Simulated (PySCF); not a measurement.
GaHI2O. Atoms are numbered in the order given.

```xyz
5

Ga     0.7460     0.0085     0.0000
I     -0.4391    -2.1703     0.0000
I     -0.4328     2.1698     0.0000
O      2.5190     0.0712     0.0000
H      2.9345    -0.8030     0.0000
```
Charge 0, spin multiplicity 1.

The structure is a stationary point at r2SCAN-D4/def2-SVP. The structure was generated by enumeration; whether it is a known compound was not checked. The def2 effective core potentials stand for the cores of I; spin–orbit coupling is left out. Other conformers were not sampled.

The numbers are results of PySCF with PBE/def2-TZVP, not measurements.

Symmetry labels are those of the subgroup Cs that the program uses (full group Cs).

Computed valence orbital energies around the gap with their symmetry:
```csv
orbital,symmetry,energy (eV)
HOMO−7,A',-10.38
HOMO−6,A',-8.72
HOMO−5,A",-8.07
HOMO−4,A',-8.05
HOMO−3,A",-7.13
HOMO−2,A',-7.01
HOMO−1,A",-6.91
HOMO,A',-6.73
LUMO,A',-2.87
LUMO+1,A",-2.08
LUMO+2,A',-0.29
LUMO+3,A',0.49
```
